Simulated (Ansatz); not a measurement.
The B1–H3 bond of ammonia borane (SMILES [BH3-][NH3+]) is stretched (multiplicity 1, the rest rigid).
Geometry at rest (charge 0, multiplicity 1):
```xyz
8

B     -0.92029     0.13156    -0.01951
N      0.72087    -0.10305     0.01529
H     -1.32465    -0.62193    -0.87301
H     -1.06229     1.29862    -0.29796
H     -1.29884    -0.14978     1.09281
H      0.94520    -1.06718     0.24391
H      1.15844     0.49380     0.71130
H      1.13746     0.11004    -0.88647
```

Frozen-core correlation.

Run with Ansatz (Gaussian orbitals). 

FIC-MRCISD+Q on CASSCF(2,2)/cc-pVTZ, total energies (hartree):

```tsv
R (Å)	CASSCF	MRCISD	weight c² of the reference
1.208	-82.666040	-83.018827	0.90411
2.114	-82.585430	-82.927465	0.90456
3.866	-82.516096	-82.852004	0.90624
```

Q: Add the Davidson correction (E_MRCISD − E_CASSCF)(1 − c²)/c² and give the energies above the first point at the three levels.

A: 
Corrections (hartree): -0.037416, -0.036089, -0.034755. Above the first point (kcal/mol):
- R = 2.114 Å: CASSCF 50.6, MRCISD 57.3, with the correction 58.2
- R = 3.866 Å: CASSCF 94.1, MRCISD 104.7, with the correction 106.4

Ansatz is a quantum-chemistry and plane-wave program.
